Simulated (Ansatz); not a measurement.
AlH2Br, closed shell: a trajectory.

in.yaml

```yaml
crystal:
  periodic: [false, false, false]
  atoms:
    - {symbol: Al, position_ang: [-0.175202, 0.042681, -0.085947]}
    - {symbol: Br, position_ang: [1.804264, -0.438552, 0.884589]}
    - {symbol: H, position_ang: [-0.321169, -0.249144, -1.627550]}
    - {symbol: H, position_ang: [-1.307893, 0.645115, 0.828908]}
basis:
  gaussian: {orbitals: def2-SVP}
hamiltonian: {xc: pbe0, dispersion: d4}
md: {n_steps: 30, timestep: -0.5, temperature: 1500, ensemble: nvt_langevin, seed: 581, friction: 0.01, initial_velocities: maxwell_boltzmann}
```

Command:

```bash
ansatz run in.yaml --threads 2 --pin off --events-out ev --progress --plain --max-ram 4352MiB
```

The run's output (Ansatz 0.2.0):

```
Error: invalid value for `md.timestep`: must be finite and > 0; got -0.5 fs
```

Hardware: 2 CPU threads of an Intel Xeon Platinum 8559C, shared host. Wall time about 0.05 s.


The program refused the input. A timestep must be positive.